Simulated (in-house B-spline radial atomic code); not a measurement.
How G0W0 and RPA depend on the start: Cr+

Configuration [Ar] 3d5, highest spin. Computed with an all-electron radial atomic-structure program (B-spline basis): all electrons, scalar-relativistic (spin-free one-electron X2C), finite nucleus, each spin shell either full or empty, empty states to l = 9 with an (l + 1/2)⁻⁴ tail; G0W0 by contour deformation at full frequency.

| start | mean-field 3d up (eV) | G0W0 (eV) | QP weight | RPA correlation (Eh) |
| --- | --- | --- | --- | --- |
| Hartree-Fock | -17.531 | ? | ? | ? |
| LDA VWN5 | -11.127 | -16.086 | 0.730 | -1.5807 |
| PBE | -10.928 | -15.884 | 0.706 | -1.5768 |
| r2SCAN | -11.001 | -15.856 | 0.745 | -1.5416 |
| HSE06 | -12.241 | -16.354 | 0.791 | -1.5243 |
| B3LYP (VWN-RPA) | -12.275 | -16.433 | 0.789 | -1.5306 |
| SCAN | -11.023 | -15.878 | 0.745 | -1.5416 |
| TPSS | -10.765 | -15.795 | 0.702 | -1.5644 |
| BHandHLYP | -14.249 | -16.692 | 0.885 | -1.4712 |
| CAM-B3LYP | -14.067 | -16.885 | 0.876 | -1.5022 |
| LC-wPBE | -15.422 | ? | ? | ? |
| wB97X | -14.818 | -16.911 | 0.899 | -1.4867 |
| PBEsol | -10.916 | -15.949 | 0.712 | -1.5772 |
| BLYP | -10.735 | -15.869 | 0.697 | -1.5802 |
| r2SCAN0 | -12.763 | -16.309 | 0.768 | -1.4969 |

Q: What G0W0 level, weight and RPA correlation energy follow from the LC-wPBE start?

A: G0W0 level -17.132 eV, weight 0.905, RPA correlation -1.4927 hartree.

Q: What G0W0 level, weight and RPA correlation energy follow from the Hartree-Fock start?

A: G0W0 level -16.973 eV, weight 0.933, RPA correlation -1.3884 hartree.

Q: How much of the dependence on the start does G0W0 remove?

A: The mean-field levels span 6.8 eV and the G0W0 levels 1.34 eV. Against 16.486 eV (NIST, measured) the G0W0 removal energies are off by -0.69 to +0.65 eV, with spin-orbit coupling, Breit and QED terms left out.
